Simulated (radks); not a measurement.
Q: Spin polarisation of the 3d5 shell in neutral chromium. Start: [Ar] 3d(up 2.5, down 2.5) 4s(up 0.5, down 0.5); electrons of 3d are moved from spin down to spin up, other shells keep equal spins. Calculated with a radial shooting solver on a logarithmic mesh with Libxc functionals: scalar-relativistic Kohn-Sham, LDA (Slater exchange, Perdew-Wang correlation), spin-polarised, spherical densities, point nucleus. Estimate the energy gained and the exchange splitting at a moment of 5 Bohr magnetons.

A: At moment 5 the spin-polarisation energy is -4.310 eV and the 3d exchange splitting 3.331 eV, that is 0.666 eV per Bohr magneton; E = -I m^2/4 would give I = 0.690 eV.
